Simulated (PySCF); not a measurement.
Broadened absorption spectrum of SiBrMe3

SiBrMe3, C₃H₉BrSi.
Bonds: Si1–Br2, Si1–C3, Si1–C7, Si1–C11. Hydrogens: H4, H5, H6 on C3; H8, H9, H10 on C7; H12, H13, H14 on C11.

Computed, not measured: PySCF 2.14.0, density-fitted response routines, TDDFT CAM-B3LYP/def2-SVPD, vertical, gas phase, core orbitals frozen in the response. Geometry: PBE0-D3(BJ)/def2-SVP; no solvent, vibrations or thermal averaging. The CAM-B3LYP/def2-SVPD calculation is non-relativistic and has no spin–orbit coupling, an omission that weighs most on bromine.

Broadening: Gaussians 0.5 eV wide at half height, area fixed by f = 4.319×10⁻⁹ ∫ε dν̃. The width is an assumption, not a result. The curve ends short of the highest state used, and states not computed would add to its high-energy end.

```tsv
λ (nm)	ε (L mol⁻¹ cm⁻¹)
154.1	1809
155.4	2835
156.7	4112
158.0	5451
159.3	6612
160.6	7391
161.9	7695
163.1	7597
164.4	7228
165.7	6770
167.0	6366
168.3	6065
169.6	5828
170.9	5567
172.2	5200
173.5	4687
174.8	4042
176.1	3320
177.4	2592
178.6	1972
179.9	1398
181.2	944
182.5	609
183.8	375
185.1	221
186.4	125
187.7	68
189.0	36
190.3	18
191.6	9
```

Q: Locate the maxima and give the states behind the curve.

A: 162 nm (7.65 eV), ε about 7700, made up of S3 (46%) and S4 (46%) (ε in L mol⁻¹ cm⁻¹; maxima over ε = 5, shares over 10%). The states used: S1 7.22 eV (f 0.044); S2 7.22 eV (f 0.044); S3 7.68 eV (f 0.066); S4 7.69 eV (f 0.067); S5 8.50 eV (f 0.0090); S6 8.50 eV (f 0.0089); S7 8.61 eV (f 0.0000); S8 8.64 eV (f 0.0014); S9 8.65 eV (f 0.0016).

Q: What would ε be at 7.65 eV, the highest of these maxima, with half the width (0.25 eV)?

A: About 13600 L mol⁻¹ cm⁻¹ against 7700, a factor of about 1.8; a lone state at its own centre would give exactly 2.

Q: Coming from long wavelengths, where does ε first pass 100 L mol⁻¹ cm⁻¹?

A: At about 187 nm (6.63 eV), 0.59 eV below S1.

The vertical ionisation energy (ΔSCF) is 10.19 eV, 1.54 eV above S9.
